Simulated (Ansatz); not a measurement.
Single points on GaH2Br.

```yaml
crystal:
  periodic: [false, false, false]
  atoms:
    - {symbol: Ga, position_ang: [0.126523, 0.211478, -0.001060]}
    - {symbol: H, position_ang: [1.684222, 0.052148, 0.012877]}
    - {symbol: H, position_ang: [-0.750466, 1.508595, -0.020697]}
    - {symbol: Br, position_ang: [-1.060278, -1.772221, 0.008880]}
basis:
  gaussian: {orbitals: def2-TZVP, initial_orbitals: start.molden}
hamiltonian: {xc: pbe, dispersion: d4}
scf: {omitted_lower_state_checks: [starts]}
output: {orbitals: {seedname: orbitals}}
```

The file start.molden holds the orbitals of an earlier run on this structure, at another level or in another basis.

```sh
$ ansatz run in.yaml --threads 4 --pin off --events-out ev --progress --plain --max-ram 3916MiB
```

Shortened log:

```
Functional definition: PBE
832 factors; their error is unknown
mean field evaluation 1: about -122439.3358 eV, gradient 1.1e1 eV
mean field evaluation 2: about -122439.4294 eV, gradient 1.2e-1 eV
mean field evaluation 4: about -122439.3967 eV, gradient 1.7e-4 eV
mean field evaluation 8: about -122439.3967 eV, gradient 2.6e-5 eV
mean field -122439.39668787 eV, -4499.5648358755 hartree, gradient 2.6e-5 eV, S^2 0.000000; 0 other end points of the search recorded, 0 dependent functions left out
reference -122439.39672183 eV, -4499.5648371234 hartree; 34, 34 occupied and 74, 74 virtual orbitals, 832 factors
Total energy: -122439.46296495 eV, -4499.5672715133 hartree
Checks for a lower state left out: starts
```

Run time 0.5 s (4 threads of Arm Neoverse V2 on a shared host).

As the first input, with `hamiltonian: {xc: hse06, dispersion: d4}` (abridged; 0.75 s):

```
Functional definition: HSE06
mean field -122443.09791378 eV, -4499.7008534186 hartree, gradient 7.4e-5 eV, S^2 0.000000
Total energy: -122443.15141726 eV, -4499.7028196354 hartree
Checks for a lower state left out: starts
```

As the first input, with `hamiltonian: {xc: hf}` (abridged; 0.45 s):

```
Functional definition: HF
mean field -122366.28394542 eV, -4496.8779921478 hartree, gradient 1.9e-5 eV, S^2 0.000000
Total energy: -122366.28394542 eV, -4496.8779921478 hartree
Checks for a lower state left out: starts
```

First input, but with `hamiltonian: {xc: pbe0, dispersion: d4}`, `output: {forces: true, orbitals: {seedname: orbitals}}` and without the key `scf` (abridged; 1.1 s):

```
Functional definition: PBE0
mean field evaluation 16: about -122442.9981 eV, gradient 1.3e-1 eV
mean field -122442.99812525 eV, -4499.6971862580 hartree, gradient 1.7e-5 eV, S^2 0.000000; 1 other end points of the search recorded, 0 dependent functions left out
Total energy: -122443.05415734 eV, -4499.6992453994 hartree
Atom 0 force    -0.057263    -0.095714     0.000480 eV/Å
Atom 1 force    -0.143534     0.025911    -0.001394 eV/Å
Atom 2 force     0.090705    -0.114213     0.001836 eV/Å
Atom 3 force     0.110092     0.184016    -0.000922 eV/Å
Dipole moment:     0.207805     0.347340    -0.001740 e Å
```

First input, but with `gaussian: {orbitals: STO-3G}`, `hamiltonian: {xc: hf}` (abridged; 0.15 s):

```
Functional definition: HF
mean field -121002.06868709 eV, -4446.7440061026 hartree, gradient 8.7e-6 eV, S^2 0.000000
Total energy: -121002.06868709 eV, -4446.7440061026 hartree
Checks for a lower state left out: starts
```

The first input with `hamiltonian: {xc: {name: BLYP}, dispersion: d4}` (abridged; 0.55 s):

```
Functional definition: BLYP
mean field -122460.50534902 eV, -4500.3405648648 hartree, gradient 1.3e-5 eV, S^2 0.000000
Total energy: -122460.64607321 eV, -4500.3457363833 hartree
Checks for a lower state left out: starts
```

First input, but with `hamiltonian: {xc: lda}` (abridged; 0.35 s):

```
Functional definition: SPW92
mean field -122278.13632711 eV, -4493.6386269237 hartree, gradient 7.6e-6 eV, S^2 0.000000
Total energy: -122278.13635908 eV, -4493.6386280987 hartree
Checks for a lower state left out: starts
```

Geometry: PBE-D4/def2-TZVP.

HSE06 is defined as in plane-wave codes, on full-range PBE exchange.
